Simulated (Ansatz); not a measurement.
Consider the adduct formation: `[OH][Al]([OH])[OH]` + `[AsH3]` → `[OH][Al-]([OH])([OH])[AsH3+]`.

Calculated with Ansatz (gas phase, PBE0-D4/def2-TZVP geometries, no zero-point term in ΔE). CCSD(T)/CBS is the MP2 limit (def2-TZVPP, def2-QZVPP) plus CCSD(T) − MP2 in def2-TZVPP, frozen cores. DFT in def2-TZVPP. HSE06 is defined as in plane-wave codes. For As outer-core shells are correlated without core-valence functions, which leaves a few kJ/mol of doubt a bond. Scalar relativity is left out up to krypton. Each species was taken in one conformer, which may not be the lowest.

CCSD(T)/CBS gives -9.2 kcal/mol.

(1) Another level gave -8.6 kcal/mol. Which?
A. LDA (SPW92)/def2-TZVPP
B. revPBE/def2-TZVPP
C. BHLYP-D4/def2-TZVPP
D. HSE06/def2-TZVPP

Largest T1 diagnostic among the species: 0.012.

## Answers

(1) D. HSE06 -8.6, BHLYP-D4 -10.1, revPBE -4.9, LDA (SPW92) -13.0 kcal/mol.

In def2-TZVPP, CCSD(T) changes the Hartree–Fock value by −4.2 kcal/mol (the triples alone add −0.7 kcal/mol) and MP2 by −4.8 kcal/mol. From PBE to PBE0 (25 % exact exchange), in def2-TZVPP and without D4, ΔE moves by −0.8 kcal/mol.
